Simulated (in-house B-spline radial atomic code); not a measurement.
## RPA and G0W0 on Hartree-Fock: the lithium ion Li⁺

Configuration 1s2, mean-field start Hartree-Fock. Computed with a B-spline radial code for spherical atoms: all electrons, scalar-relativistic (spin-free one-electron X2C), finite nucleus, each spin shell either full or empty, empty states to l = 9 with an (l + 1/2)⁻⁴ tail; G0W0 by contour deformation at full frequency.

Command:
```bash
python run_gw.py task.json out
```
Settings (radii: box in bohr, nucleus in fm):
```
Z                        3
electrons                2
configuration            1s2
hamiltonian              x2c
method                   hf
lmax                     9
rms_radius               2.444
spin_polarised           False
box_radius               23.78
intervals                73
ion_configuration        1s1
```

Cost of the run: 1.9 s on 1 thread of Arm Neoverse N1, on a shared host.

Energies (hartree):

| term | value |
| --- | --- |
| mean-field total | -7.23708 |
| Hartree-Fock functional on these orbitals | -7.23708 |
| direct second order | -0.080466 |
| second-order exchange | 0.040233 |
| SOSEX correction | 0.037334 |

Task: What is the RPA correlation energy, and what remains with SOSEX?

Result: RPA gives -0.074667 hartree (-1.02 eV per electron); RPA + SOSEX gives -0.037333, and the second-order doubles (MP2) -0.040233 hartree. SOSEX takes back 50 % of the RPA value, the self-correlation of each of the two electrons.

Quasi-particle levels (eV):

```tsv
level	occupied	mean field	Σx - vxc	Σc	QP weight	G0W0
1s	yes	-75.99	0.00	?	?	?
2s	no	-5.342	0.00	-0.05	0.999	-5.395
```

G0W0 = mean field + (Σx - vxc) + Σc, with Σc (partial-wave tail included) taken at the quasi-particle energy.

Task: Where does G0W0 put 1s?

Result: At -75.73 eV, with Σc = 0.26 eV and a quasi-particle weight of 0.978. The tabulated removal energy is 75.640 eV (NIST, tabulated theory).

Task: What does it cost to remove one electron (to 1s1) by differences of total energies, each species on its own start (correlation terms add to the Hartree-Fock functional)?

Result: Hartree-Fock functional 74.46 eV, + RPA 75.97 eV, + RPA + SOSEX 75.48 eV, + second order 75.56 eV. Tabulated: 75.640 eV (NIST, tabulated theory).
